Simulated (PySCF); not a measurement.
Si(F)(Cl)(Me)2 (C₂H₆ClFSi), SMILES C[Si](C)(F)Cl.

Geometry optimised at ωB97X-D3(BJ)/def2-SVP.

Two levels are set side by side: PBE/def2-TZVP (PySCF) and HF/def2-TZVP (PySCF). Same geometry, gas phase. Differences are taken from unrounded values.

| quantity | HF | PBE | PBE minus HF |
|---|---|---|---|
| orbital gap (eV) | 15.37 | 7.45 | -7.92 |
| highest occupied level (eV) | -12.01 | -7.36 | 4.65 |
| lowest empty level (eV) | 3.36 | 0.09 | -3.27 |
| dipole moment (D) | 2.61 | 2.40 | -0.21 |
| mean polarisability (bohr³) | 54.6 | 61.1 | 6.5 |

PBE's occupied levels lie high since its potential decays too fast outside the molecule; exact exchange lowers them and widens the gap. PBE's more diffuse valence density responds more strongly to a field. Differences between two approximate levels are no errors against the true value.

Rough cost on one machine, each run with all the roots and properties that it gave: HF against PBE about 1/3.
